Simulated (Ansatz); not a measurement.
H3InOS (`[OH][InH][SH]`) at its PBE0-D4/def2-TZVP geometry, where that method's forces vanish. Total charge 0; spin multiplicity 1. In: def2 effective core potential.

```xyz
6

O     1.4971   -0.0656   -0.2305
In   -0.3575    0.5946    0.0234
S    -1.7704   -1.2775    0.3444
H     2.1433    0.6309   -0.3669
H    -0.7780    2.2449    0.0008
H    -0.7345   -2.1273    0.2288
```

(1) What forces (eV/Å) does ωB97M-V/def2-TZVPP give on these atoms in Ansatz? (An estimate is asked.)

Answers

(1) Ansatz gave: 
```
O1   0.027  0.079 -0.008
In2 -0.063  0.049  0.008
S3   0.097 -0.019 -0.014
H4  -0.016 -0.064  0.005
H5   0.026 -0.108  0.002
H6  -0.071  0.062  0.008
```
